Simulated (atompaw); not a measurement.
# An all-electron radial function and its pseudo partner (Cu (Z = 29))

Columns: radius, all-electron u(r) and pseudo u(r) of the 3s shell (level -123.32 eV) of copper in the configuration [Ne] 3s2 3p6 3d10 4s0 4p0; PBE, scalar-relativistic, PAW (atompaw) scheme, atompaw 4.2.0.5.

```json
{"r (bohr)": "0.056", "all-electron": "0.1551", "pseudo": "0.2639"}
{"r (bohr)": "0.112", "all-electron": "-0.5100", "pseudo": "0.5171"}
{"r (bohr)": "0.167", "all-electron": "-0.7035", "pseudo": "0.7461"}
{"r (bohr)": "0.223", "all-electron": "-0.4843", "pseudo": "0.9510"}
{"r (bohr)": "0.279", "all-electron": "-0.0717", "pseudo": "1.1213"}
{"r (bohr)": "0.335", "all-electron": "0.3664", "pseudo": "1.2532"}
{"r (bohr)": "0.390", "all-electron": "0.7357", "pseudo": "1.3443"}
{"r (bohr)": "0.446", "all-electron": "1.0167", "pseudo": "1.3992"}
{"r (bohr)": "0.502", "all-electron": "1.1990", "pseudo": "1.4190"}
{"r (bohr)": "0.558", "all-electron": "1.2951", "pseudo": "1.4083"}
{"r (bohr)": "0.613", "all-electron": "1.3228", "pseudo": "1.3733"}
{"r (bohr)": "0.669", "all-electron": "1.3010", "pseudo": "1.3180"}
{"r (bohr)": "0.725", "all-electron": "1.2444", "pseudo": "1.2477"}
{"r (bohr)": "0.781", "all-electron": "1.1659", "pseudo": "1.1659"}
{"r (bohr)": "0.837", "all-electron": "1.0752", "pseudo": "1.0752"}
{"r (bohr)": "0.892", "all-electron": "0.9811", "pseudo": "0.9811"}
{"r (bohr)": "0.948", "all-electron": "0.8851", "pseudo": "0.8851"}
{"r (bohr)": "1.004", "all-electron": "0.7923", "pseudo": "0.7923"}
{"r (bohr)": "1.060", "all-electron": "0.7044", "pseudo": "0.7044"}
{"r (bohr)": "1.115", "all-electron": "0.6245", "pseudo": "0.6245"}
{"r (bohr)": "1.171", "all-electron": "0.5499", "pseudo": "0.5499"}
{"r (bohr)": "1.227", "all-electron": "0.4824", "pseudo": "0.4824"}
{"r (bohr)": "1.283", "all-electron": "0.4219", "pseudo": "0.4219"}
{"r (bohr)": "1.338", "all-electron": "0.3688", "pseudo": "0.3688"}
{"r (bohr)": "1.394", "all-electron": "0.3208", "pseudo": "0.3208"}
{"r (bohr)": "1.450", "all-electron": "0.2785", "pseudo": "0.2785"}
```

Q: How many radial nodes do the two functions have?

A: The all-electron 3s function has n − l − 1 = 2; the pseudo-wave has 0, since the states of the same l below it are removed with the core.

Q: At about which radius was the pseudo-wave matched?

A: 0.80 bohr, where the columns begin to agree (steps of 0.06 bohr).

Q: Is the pseudo-wave norm-conserving?

A: No, it belongs to a PAW set: the norm inside the radius is not constrained, and the difference is carried by the augmentation charge.
